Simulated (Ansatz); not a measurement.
Computed with Ansatz on PBE0-D4/def2-TZVP structures; ΔE is electronic, products minus reactants. CBS: MP2 limit from def2 TZ/QZ plus the TZ coupled-cluster correction, frozen cores. This one scheme is used for every species. DFT in def2-TZVPP. B3LYP here is the variant with VWN-RPA as its local correlation; programs differ in this. For Ge outer-core shells are correlated without core-valence functions, which leaves a few kJ/mol of doubt a bond. Scalar relativity is left out up to krypton. One conformer a species, not always the lowest.

Reaction (ligand exchange at a B–C bond): `BC[NH][GeH3]` + `BN` → `BNB` + `C[NH][GeH3]`

| level | ΔE (eV) |
| --- | --- |
| B97M-V | -1.03 |
| PBE0-D4 | -1.00 |
| B3LYP-D4 | -1.10 |
| BHLYP-D4 | -1.22 |
| BHLYP | -1.23 |
| MP2/def2-SVP | -1.24 |
| MP2/def2-TZVPP | -1.16 |
| MP2/def2-QZVPP | -1.16 |

Problem. What does CCSD(T)/CBS give? (Best estimate.)

Solution. The calculation gave: -1.14 eV. The listed levels differ from it by 0.11, 0.14, 0.04, -0.08, -0.09, -0.10, -0.02, -0.02 eV.

Problem. What do rigid-rotor, harmonic-oscillator terms from PBE0-D4/def2-TZVP frequencies (298.15 K, 1 bar) make of the CCSD(T)/CBS value? (Best estimate.)

Solution. Ansatz gave: ΔZPE = +0.08 eV, ΔH = -1.06 eV, ΔS = -1 J/(mol·K), ΔG = -1.06 eV.

Largest T1 diagnostic among the species: 0.012.

From r2SCAN to r2SCAN0 (25 % exact exchange), in def2-TZVPP and without D4, ΔE moves by −0.07 eV. Leaving LDA and LC-ωPBE aside and taking each functional with its dispersion term where it has one, the values, not all of them listed here, spread over 0.32 eV, from BHLYP-D4 to PBE-D4. LDA lies +0.14 eV from PBE without D4. At CCSD(T), def2-SVP lies −0.08 eV from the extrapolated value and def2-TZVPP −0.01 eV.
